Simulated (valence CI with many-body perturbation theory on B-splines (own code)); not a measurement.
**E1 line list for Kr³¹⁺**

Calculated by valence CI with perturbative core correlation (CI+MBPT): three valence electrons over a frozen Dirac-Fock core [He], radial functions for each j: 11 s, 11 p, 10 d, 8 f, 5 g, 2 h, with the one-electron correlation potential Σ1 (screened to all orders), the two-electron term Σ2, the three-electron term Σ3, Breit, model QED; selected single and double excitations, second order for the rest, scaled by the run's own slope (own B-spline code, finite nucleus).

The last digits are not significant, and no measured levels were compared; by estimate large intervals hold to a few tenths of a per cent, small ones and those within an open d or f shell to about a per cent.

Lines 201 to 250 of 593 in falling wavelength, among levels below 3066.8 eV, chosen from the strongest by gf and those to the six lowest levels. Wavelengths and rates use the calculated energies. Electric multipoles are in the length gauge, E1 and E2 with the static RPA response of the core. Weak lines are less certain than strong ones. Lines between different terms over intervals too small for the method are left out, as are lines whose strength nearly cancels. Where a level lies close to another of its J and parity, the split of strength between their lines is uncertain. The highest levels of a list are the least certain.

Levels are named by their leading jj configuration (3d3/2^4 stands for four electrons in 3d with j = 3/2), which in mixed levels can hold well under half, so a name can repeat and another be missing. Letters in brackets count levels of one name in rising energy.

| λ vac (nm) | Upper | Lower | A (s⁻¹) | log gf | Branch % |
| --- | --- | --- | --- | --- | --- |
| 1.805 | (2s 2p3/2 4f5/2) J=5/2 [a] | (2s 2p3/2 3d5/2) J=3/2 [a] | 1.02e+12 | -0.52 | 6.8 |
| 1.805 | (2s 2p1/2 4s) J=3/2 | (2s 2p1/2 3p3/2) J=5/2 | 1.41e+12 | -0.56 | 20.1 |
| 1.805 | (2s 2p1/2 4f5/2) J=5/2 [a] | (2s 2p1/2 3d3/2) J=3/2 [b] | 1.09e+12 | -0.49 | 7.3 |
| 1.805 | (2s 2p1/2 4f7/2) J=7/2 [b] | (2s 2p1/2 3d5/2) J=5/2 [b] | 1.14e+13 | 0.65 | 77.2 |
| 1.804 | (2s 2p3/2 4f7/2) J=5/2 [b] | (2p1/2 2p3/2 3p1/2) J=3/2 [a] | 1.12e+12 | -0.48 | 7.4 |
| 1.801 | (2s 2p1/2 4f7/2) J=5/2 | (2s 2p1/2 3d5/2) J=3/2 | 1.15e+13 | 0.53 | 77.9 |
| 1.800 | (2s 2p3/2 4f7/2) J=5/2 [a] | (2s 2p3/2 3d5/2) J=3/2 [a] | 8.92e+12 | 0.42 | 60.0 |
| 1.799 | (2s^2 4s) J=1/2 | (2s^2 3p3/2) J=3/2 | 1.84e+12 | -0.75 | 26.3 |
| 1.799 | (2s 2p3/2 4f5/2) J=3/2 [b] | (2s 2p3/2 3d5/2) J=3/2 [b] | 1.34e+12 | -0.58 | 9.0 |
| 1.798 | (2p1/2^2 4f5/2) J=5/2 | (2p1/2^2 3d5/2) J=5/2 | 9.06e+11 | -0.58 | 6.1 |
| 1.797 | (2s 2p3/2 4f7/2) J=3/2 | (2s 2p3/2 3d5/2) J=3/2 [a] | 4.03e+12 | -0.11 | 27.4 |
| 1.797 | (2s 2p3/2 4f7/2) J=5/2 [b] | (2s 2p3/2 3d5/2) J=3/2 [b] | 1.09e+13 | 0.50 | 72.3 |
| 1.797 | (2s 2p1/2 4f5/2) J=5/2 [a] | (2s 2p1/2 3d5/2) J=5/2 [a] | 4.44e+11 | -0.89 | 3.0 |
| 1.795 | (2s 2p3/2 4s) J=3/2 [b] | (2s 2p3/2 3p3/2) J=5/2 [b] | 1.27e+12 | -0.61 | 23.4 |
| 1.795 | (2p1/2^2 4f7/2) J=7/2 | (2p1/2^2 3d5/2) J=5/2 | 1.38e+13 | 0.73 | 94.2 |
| 1.794 | (2s 2p3/2 4f7/2) J=7/2 [b] | (2s 2p3/2 3d5/2) J=5/2 [b] | 7.70e+12 | 0.47 | 51.4 |
| 1.794 | (2s 2p1/2 4f7/2) J=7/2 [a] | (2s 2p1/2 3d5/2) J=5/2 [a] | 6.94e+12 | 0.43 | 46.8 |
| 1.793 | (2s 2p3/2 4f5/2) J=7/2 [b] | (2s 2p3/2 3d5/2) J=5/2 [b] | 5.30e+12 | 0.31 | 35.8 |
| 1.792 | (2s 2p3/2 4d5/2) J=5/2 [b] | (2p1/2 2p3/2 3s) J=3/2 [b] | 4.04e+11 | -0.93 | 1.0 |
| 1.792 | (2s 2p3/2 4s) J=5/2 | (2s 2p3/2 3p3/2) J=7/2 | 1.20e+12 | -0.46 | 22.1 |
| 1.790 | (2s 2p3/2 4f7/2) J=7/2 [a] | (2s 2p3/2 3d5/2) J=5/2 [a] | 1.12e+13 | 0.64 | 75.6 |
| 1.788 | (2s 2p3/2 4f7/2) J=5/2 [b] | (2s 2p3/2 3d5/2) J=5/2 [b] | 1.88e+12 | -0.27 | 12.4 |
| 1.788 | (2s 2p3/2 4f7/2) J=5/2 [a] | (2s 2p3/2 3d5/2) J=5/2 [a] | 4.20e+12 | 0.08 | 28.2 |
| 1.787 | (2s 2p3/2 4f5/2) J=3/2 [b] | (2s 2p3/2 3d3/2) J=1/2 [b] | 9.30e+12 | 0.25 | 62.3 |
| 1.784 | (2s^2 4f5/2) J=5/2 | (2s^2 3d5/2) J=5/2 | 9.87e+11 | -0.55 | 6.5 |
| 1.782 | (2s^2 4f7/2) J=7/2 | (2s^2 3d5/2) J=5/2 | 1.48e+13 | 0.75 | 98.9 |
| 1.781 | (2s 2p1/2 4f5/2) J=7/2 | (2s 2p1/2 3d5/2) J=7/2 | 1.11e+12 | -0.38 | 7.4 |
| 1.780 | (2s 2p3/2 4f5/2) J=5/2 [b] | (2s 2p3/2 3d3/2) J=3/2 [b] | 1.13e+13 | 0.51 | 74.7 |
| 1.780 | (2s 2p1/2 4f5/2) J=3/2 | (2s 2p1/2 3d3/2) J=1/2 | 1.02e+13 | 0.29 | 67.7 |
| 1.779 | (2s 2p1/2 4f7/2) J=9/2 | (2s 2p1/2 3d5/2) J=7/2 | 1.44e+13 | 0.83 | 97.0 |
| 1.779 | (2s 2p1/2 4f5/2) J=3/2 | (2s 2p1/2 3d3/2) J=3/2 [b] | 3.69e+12 | -0.16 | 24.5 |
| 1.779 | (2s 2p1/2 4f5/2) J=5/2 [a] | (2s 2p1/2 3d3/2) J=5/2 | 4.38e+11 | -0.90 | 2.9 |
| 1.778 | (2s 2p3/2 4f7/2) J=7/2 [b] | (2s 2p3/2 3d5/2) J=7/2 [b] | 2.09e+12 | -0.10 | 13.9 |
| 1.778 | (2s 2p1/2 4f5/2) J=5/2 [b] | (2s 2p1/2 3d3/2) J=3/2 [b] | 9.82e+12 | 0.45 | 65.2 |
| 1.777 | (2s 2p1/2 4f7/2) J=7/2 [b] | (2s 2p1/2 3d5/2) J=7/2 | 9.67e+11 | -0.44 | 6.6 |
| 1.777 | (2s 2p3/2 4f5/2) J=5/2 [b] | (2s 2p3/2 3d3/2) J=5/2 [b] | 2.15e+12 | -0.21 | 14.2 |
| 1.776 | (2s 2p3/2 4f5/2) J=3/2 [a] | (2s 2p3/2 3d3/2) J=1/2 [a] | 4.39e+12 | -0.08 | 29.1 |
| 1.776 | (2s 2p1/2 4f7/2) J=7/2 [a] | (2s 2p1/2 3d3/2) J=5/2 | 6.52e+12 | 0.39 | 44.0 |
| 1.776 | (2s 2p3/2 4f5/2) J=5/2 [a] | (2s 2p3/2 3d3/2) J=3/2 [a] | 6.80e+12 | 0.29 | 45.1 |
| 1.775 | (2s 2p1/2 4f7/2) J=5/2 | (2s 2p1/2 3d3/2) J=3/2 [b] | 4.14e+11 | -0.93 | 2.8 |
| 1.775 | (2s 2p3/2 4f7/2) J=9/2 [b] | (2s 2p3/2 3d5/2) J=7/2 [b] | 1.43e+13 | 0.83 | 96.3 |
| 1.774 | (2s 2p3/2 4f7/2) J=7/2 [b] | (2s 2p3/2 3d3/2) J=5/2 [b] | 4.49e+12 | 0.23 | 30.0 |
| 1.774 | (2s 2p3/2 4f5/2) J=1/2 | (2s 2p3/2 3d3/2) J=1/2 [a] | 1.15e+13 | 0.04 | 76.3 |
| 1.774 | (2s 2p3/2 4f5/2) J=3/2 [b] | (2s 2p3/2 3d3/2) J=3/2 [b] | 2.18e+12 | -0.39 | 14.6 |
| 1.774 | (2s 2p3/2 4f5/2) J=3/2 [a] | (2s 2p3/2 3d3/2) J=3/2 [a] | 8.04e+12 | 0.18 | 53.3 |
| 1.773 | (2s 2p3/2 4f5/2) J=7/2 [b] | (2s 2p3/2 3d3/2) J=5/2 [b] | 8.29e+12 | 0.49 | 56.0 |
| 1.772 | (2s 2p3/2 4s) J=5/2 | (2s 2p3/2 3p1/2) J=5/2 | 5.82e+11 | -0.78 | 10.7 |
| 1.772 | (2s 2p3/2 4f5/2) J=1/2 | (2s 2p3/2 3d3/2) J=3/2 [a] | 3.16e+12 | -0.53 | 20.9 |
| 1.772 | (2s 2p3/2 4f5/2) J=7/2 [a] | (2s 2p3/2 3d3/2) J=5/2 [a] | 1.01e+13 | 0.58 | 66.9 |
| 1.772 | (2s 2p3/2 4f5/2) J=7/2 [a] | (2s 2p3/2 3d3/2) J=7/2 | 3.93e+12 | 0.17 | 26.1 |

**Question.** How does gf follow from A for the line at 1.784 nm?

**Answer.** gf = 1.4992 × (2J+1)_upper × A / σ², with σ = 5604504 cm⁻¹ and 2J+1 = 6: gf = 0.283.
